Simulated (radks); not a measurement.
Results of a calculation; reference values are marked as such.
Q: Valence configurations of V III (all share [Ar]). Level of theory: Dirac Kohn-Sham, BLYP, spin-unpolarised, spherical densities, point nucleus; open shells are shared between the two j in proportion to 2j + 1 (a radial shooting solver on a logarithmic mesh with Libxc functionals). Order these by energy: 3d2.5 4s0.5; 3d1 4s2; 3d1.5 4s0.5 4p1; 3d1 4p2; 3d3; 3d1.5 4p1.5; 3d2 4p1; 3d2 4s0.5 4p0.5; 3d2 4s1; 3d1 4s1 4p1.

A: From the lowest, in eV above it: 3d3 0.000; 3d2.5 4s0.5 2.021; 3d2 4s1 4.881; 3d2 4s0.5 4p0.5 7.507; 3d2 4p1 10.153; 3d1 4s2 13.537; 3d1.5 4s0.5 4p1 14.179; 3d1.5 4p1.5 16.956; 3d1 4s1 4p1 19.256; 3d1 4p2 25.050. NIST lists [Ar] 3d3 as the ground configuration; this level of theory agrees among the configurations tried. The energies are those of spherical spin-averaged densities, not of single terms.
